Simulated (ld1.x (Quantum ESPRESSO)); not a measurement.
## lead: one change to a TM semilocal potential, before and after

```
Element                 : lead
Generator               : ld1.x (Quantum ESPRESSO) 7.5
Type                    : norm-conserving Troullier–Martins (semilocal form)
Functional              : PBE
Relativity              : scalar-relativistic
Frozen core             : [Xe] 4f14 5d10
Valence charge          : 4
Reference configuration : 6s2 6p2
Partial waves           : 6s (bound): rc 2.10 bohr; 6p (bound): rc 2.35 bohr
Local potential         : the p channel
Core correction         : a·sin(br)/r model core inside 1.70 bohr
```

All-electron outer shells of the reference configuration (PBE, scalar-relativistic, ld1.x):

```json
{"shell": "5p", "level (eV)": "-85.83", "outermost node (bohr)": "0.49", "outermost maximum (bohr)": "0.88"}
{"shell": "5d", "level (eV)": "-21.18", "outermost node (bohr)": "0.52", "outermost maximum (bohr)": "1.07"}
{"shell": "6s", "level (eV)": "-12.04", "outermost node (bohr)": "1.01", "outermost maximum (bohr)": "1.95"}
{"shell": "6p", "level (eV)": "-3.50", "outermost node (bohr)": "1.18", "outermost maximum (bohr)": "2.67"}
```

Change: wave 6s (bound): rc 2.10 bohr becomes 6s (bound): rc 2.64 bohr.

Cutoffs: the cutoffs (Ry, on a coarse ladder) from which the occupation-weighted sum of valence levels, in a spherical-Bessel basis at the reference potential, stays within 10 and 1 mRy of its value at 400 Ry; they do not see the model core or the augmentation charge, which bear on the density cutoff. Errors are all-electron minus pseudo energies relative to the spin-unpolarised reference configuration.

Question: How do hardness, ghosts and transferability respond?

Answer: The potential gets softer (21 Ry and 35 Ry → 15 Ry and 25 Ry); of the 7 tests that both files solve, the error grows in 3 and shrinks in 0 by more than 15 % and 0.3 meV (median size 89.0 → 103.4 meV); neither file shows a bound ghost. A larger radius leaves more room for a smooth pseudo-wave, so fewer plane waves are needed. More of the atom is replaced by a form fitted at one configuration, so other configurations suffer. A semilocal file is local in each channel, so a ghost entry of none says nothing of the separable form that plane-wave codes build from it.

```tsv
quantity	base	changed
cutoff, loose	21 Ry	15 Ry
cutoff, tight	35 Ry	25 Ry
loose cutoff by channel (10 mRy a level)	s 18 Ry, p 6 Ry	s 8 Ry, p 6 Ry
bound ghosts	none	none
error for 6s2 6p1, meV [ΔE 6.58 eV]	-18	-17
error for 6s2 6p0, meV [ΔE 20.02 eV]	-120	-111
error for 6s1 6p0, meV [ΔE 52.43 eV]	-610	-610
error for 6s1 6p3, meV [ΔE 8.74 eV]	-40	-56
error for 6s0 6p4, meV [ΔE 17.83 eV]	-156	-232
error for 6s2 6p2.3, meV [ΔE -0.80 eV]	0.0	0.0
error for 6s1 6p2, meV [ΔE 16.10 eV]	-89	-103
```
